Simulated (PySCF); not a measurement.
## C⁺: excitation energy

C⁺ [He] 2s2 2p1 (2P) → C⁺ [He] 2s1 2p1 3s1 (4P), as a difference of total energies. Computed with PySCF 2.14 in aug-cc-pwCVTZ (7s6p4d2f, 59 functions), with no relativity, point nucleus. Correlated levels: valence: 1s2 frozen. The calculations carry no spin-orbit coupling.

```csv
method,excitation energy (eV)
UHF,18.864
MP2 (valence),20.097
SCS-MP2 (valence),20.436
CCSD (valence),20.599
CCSD(T) (valence),20.630
```

**Question.** How much does correlation contribute at CCSD(T) (valence)?

**Answer.** 20.630 − (18.864) = 1.766 eV, measured against UHF.

The promoted electron is Rydberg-like, and one or two diffuse shells describe it only roughly, which tends to raise the upper state.
